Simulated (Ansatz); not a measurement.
## Energy profile

The step: SiH₂F₂ ([F][SiH2][F]) + HBr → SiHBrF₂ ([F][SiH]([F])[Br]) + H₂; bonds formed: Si1–Br7, H2–H6; bonds broken: Si1–H2, H6–Br7 (atoms numbered as in the saddle structure below).

```
atom    x (Å)    y (Å)    z (Å)
 Si1  -0.0778   0.0726   0.4973
  H2  -0.9466  -0.3076  -0.8807
  F3   0.6639  -1.1851   1.0792
  F4  -1.5151  -0.0381   1.1864
  H5   0.3220   1.4389   0.8132
  H6  -0.1117  -0.1818  -1.2645
 Br7   1.6655   0.2011  -1.4311
```

Electronic energies by CCSD(T) at an estimated basis limit (MP2 extrapolated from triple and quadruple zeta, plus CCSD(T) − MP2 in triple zeta), on PBE0-D4/def2-TZVP structures; SiH3BrF2, singlet; no counterpoise correction. Computed with Ansatz 0.2.0 (basis: def2-TZVPP and def2-QZVPP); correlated methods freeze the cores. Filled d shells of the heavier atoms are correlated. The def2 sets are not built for correlating such inner shells, so the correlated values are less sure here. Extrapolation: Hartree–Fock as exp(−7.88 √X), correlation as X^−2.97.

Task: Give the profile in kcal/mol, counted from the separated reactants. (Judge from chemistry; the value comes from the calculation.)

Result: The calculation gives:
```json
{"point": "separated: SiH2F2 (linked as [F][SiH2][F]; Si1, H2, F3, F4, H5; singlet) + HBr (H6, Br7; singlet)", "kcal/mol": "0.00"}
{"point": "start structure", "kcal/mol": "-2.45"}
{"point": "saddle", "kcal/mol": "34.54"}
{"point": "end structure", "kcal/mol": "-19.38"}
{"point": "separated: SiHBrF2 (linked as [F][SiH]([F])[Br]; Si1, F3, F4, H5, Br7; singlet) + H2 (H2, H6; singlet)", "kcal/mol": "-18.87"}
```

No T1 diagnostic of these runs exceeds 0.012.

For scale, one of the runs: CCSD(T)/def2-TZVPP, 194 basis functions, launched by `ansatz run in.yaml --threads 4 --pin off --events-out ev --progress --plain --max-ram 9574MiB`. Time: 88 s of wall clock on 4 CPU threads of an Arm Neoverse V1; the host was shared. Peak host memory: 2.3 GiB.
